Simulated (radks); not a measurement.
Results of a calculation; reference values are marked as such.
Problem. Ionisation of the tantalum ion Ta48+, [Ar] 3d7, to Ta49+, [Ar] 3d6, under several functionals. Scalar-relativistic Kohn-Sham, spin-polarised, spherical densities, finite nucleus; open shells are filled with parallel spins first (spin-orbit coupling, left out, can overturn this in heavy ions); a radial shooting solver on a logarithmic mesh with Libxc functionals. Known Delta-SCF values: OLYP 4300.5 eV. What does Wu-Cohen GGA give, and what is its highest occupied eigenvalue?

Solution. 4296.1 eV by Delta-SCF; the 3d eigenvalue is -4234.9 eV. NIST: 4278 eV (theoretical).
